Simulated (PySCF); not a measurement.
Te(NH2)(OSiH3) (H₅NOSiTe), SMILES N[Te]O[SiH3].

Coordinates come from a B3LYP-D3(BJ)/def2-SVP optimisation. The def2 effective core potentials stand for the cores of Te; spin–orbit coupling is left out. Other conformers were not sampled.

All values below come from TDDFT-M06-2X/def2-SVPD (PySCF).

Vertical excitations. Gas-phase values at a fixed geometry.

| state | energy (eV) | λ (nm) | f | main pairs |
|---|---|---|---|---|
| S1 | 3.24 | 383 | 0.001 | HOMO→LUMO 93 % |
| S2 | 4.13 | 300 | 0.003 | HOMO→LUMO+1 87 % |
| S3 | 5.68 | 218 | 0.088 | HOMO→LUMO+2 92 % |
| S4 | 5.75 | 216 | 0.009 | HOMO−1→LUMO 63 %, HOMO−2→LUMO 21 % |
| S5 | 5.93 | 209 | 0.012 | HOMO−1→LUMO+1 66 % |
| S6 | 6.39 | 194 | 0.038 | HOMO→LUMO+3 79 % |
| S7 | 6.42 | 193 | 0.074 | HOMO−2→LUMO 41 %, HOMO−1→LUMO 21 %, HOMO−2→LUMO+1 13 % |
| S8 | 6.46 | 192 | 0.010 | HOMO→LUMO+4 50 %, HOMO→LUMO+3 13 %, HOMO→LUMO+5 11 %, HOMO→LUMO+6 8 % |
| S9 | 6.66 | 186 | 0.001 | HOMO→LUMO+5 73 %, HOMO→LUMO+4 14 % |
| S10 | 6.90 | 180 | 0.015 | HOMO−3→LUMO 70 % |
| T1 | 2.53 | 491 | 0 | HOMO→LUMO 91 % |
| T2 | 3.39 | 366 | 0 | HOMO→LUMO+1 80 % |
| T3 | 5.19 | 239 | 0 | HOMO−1→LUMO 50 %, HOMO−1→LUMO+1 29 % |
| T4 | 5.36 | 231 | 0 | HOMO−2→LUMO 49 %, HOMO−4→LUMO 14 %, HOMO−1→LUMO+1 12 % |
Triplets are in the Tamm–Dancoff approximation, which puts them higher than full response would, so one can lie above its singlet here.
